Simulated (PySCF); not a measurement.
This PySCF input asks for the NMR shieldings of `C([C@@H](B)[SiH3])=C`, C3H9BSi; the geometry comes from GFN2-xTB.

```python
import basis_set_exchange as bse
import numpy as np
from pyscf import gto, dft
from pyscf.prop import nmr

atoms = """
B    -0.276847    1.832789   -0.264336
C     0.152807    0.437425    0.239670
Si   -1.520321   -0.378464    0.775854
C     0.782269   -0.478962   -0.745821
C     1.850558   -1.220452   -0.504766
H    -0.519265    2.008368   -1.396421
H    -0.395848    2.715405    0.495815
H     0.754211    0.463113    1.152888
H    -2.167637    0.417286    1.820238
H    -2.421865   -0.517244   -0.369171
H    -1.184834   -1.706104    1.296032
H     0.317870   -0.504387   -1.723110
H     2.338936   -1.213946    0.456668
H     2.289286   -1.855298   -1.255705
"""
names = dict.fromkeys(["B", "C", "Si", "H"], "pcSseg-1")
basis = {el: gto.basis.parse(bse.get_basis(n, elements=[el], fmt="nwchem")) for el, n in names.items()}
mol = gto.M(atom=atoms, basis=basis, charge=0, verbose=0)
mf = dft.RKS(mol, xc="PBE0")
mf.grids.level = 2
mf.grids.alignment = dft.numint.BLKSIZE   # the property module wants whole blocks of grid points
mf.conv_tol = 1e-9
mf.kernel()

calc = nmr.RKS(mf)   # GIAO
C = mf.mo_coeff
Co = C[:, mf.mo_occ > 0]
resp = mf.gen_response(singlet=True, hermi=2)
def vind(x):   # induced exchange potential for any number of trial vectors
    d = np.einsum("pi,xij,qj->xpq", C, 2 * x.reshape(-1, C.shape[1], Co.shape[1]), Co, optimize=True)
    return np.einsum("xpq,pi,qj->xij", resp(d - d.transpose(0, 2, 1)), C, Co, optimize=True).ravel()
mo1, _ = nmr.rhf.solve_mo1(calc, with_cphf=vind)
sigma = calc.kernel(mo1)
for i, s in enumerate(sigma):   # ppm
    print("%2d %-2s %9.2f" % (i, mol.atom_pure_symbol(i), np.trace(s) / 3))
```

Task: What are the results?

Result: 
```
 0 B      21.62
 1 C     133.49
 2 Si    430.03
 3 C      39.37
 4 C      70.28
 5 H      24.35
 6 H      24.33
 7 H      27.98
 8 H      27.73
 9 H      28.00
10 H      27.92
11 H      25.15
12 H      26.47
13 H      26.61
```

These numbers come from an equivalent density-fitted implementation of the same equations, which agrees with the script to about 0.01 ppm for H and up to a few tenths of a ppm for heavy atoms, so last digits may differ.

Size and cost of the density-fitted run: 137 basis functions, 23 s wall time on 1 thread of an Arm Neoverse N1, shared host; peak memory 0.66 GiB.
